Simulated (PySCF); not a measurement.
Correlation energy of Li⁺ (lithium, charge +1)

1s2, closed-shell 1S. All numbers are calculated (PySCF 2.14, no relativity, point nucleus, in cc-pVTZ). Frozen: nothing; 2 electrons correlated.

Total MP2 correlation energy: -10.88 mhartree.

Same-spin part 0.00 and opposite-spin part -10.88 mhartree; SCS-MP2 scales them by 1/3 and 6/5 to -13.06 mhartree.

With two correlated electrons CCSD is exact within the correlated space (frozen core and kept virtual orbitals).

| level | correlation energy (mhartree) |
| --- | --- |
| CCSD | -12.97 |

Diagnostics: T1 = 0.0017, D1 = 0.0024, largest double amplitude 0.034.

Cost of the coupled-cluster step: 0.09 s of wall time on 1 thread of Neoverse-N1 (shared host), for 2 correlated electrons.

Iterations:

```
CC2 = 0
CCSD nocc = 1, nmo = 30
frozen orbitals []
max_cycle = 100
direct = 0
conv_tol = 1e-08
conv_tol_normt = 1e-06
diis_space = 8
diis_start_cycle = 0
Init t2, MP2 energy = -7.24726020623637  E_corr(MP2) -0.0108801381246265
Init E_corr(CCSD) = -0.0108801381246265
cycle = 1  E_corr(CCSD) = -0.0125872181385687  dE = -0.00170708001  norm(t1,t2) = 0.00544382
cycle = 2  E_corr(CCSD) = -0.0129000609803996  dE = -0.000312842842  norm(t1,t2) = 0.00106701
cycle = 3  E_corr(CCSD) = -0.0129738301640102  dE = -7.37691836e-05  norm(t1,t2) = 0.000224953
cycle = 4  E_corr(CCSD) = -0.0129734070267439  dE = 4.23137266e-07  norm(t1,t2) = 1.20476e-05
cycle = 5  E_corr(CCSD) = -0.0129733058161178  dE = 1.01210626e-07  norm(t1,t2) = 1.46773e-06
cycle = 6  E_corr(CCSD) = -0.0129733059053564  dE = -8.92385922e-11  norm(t1,t2) = 9.25796e-08
CCSD converged
E(CCSD) = -7.249353374017101  E_corr = -0.0129733059053564
```
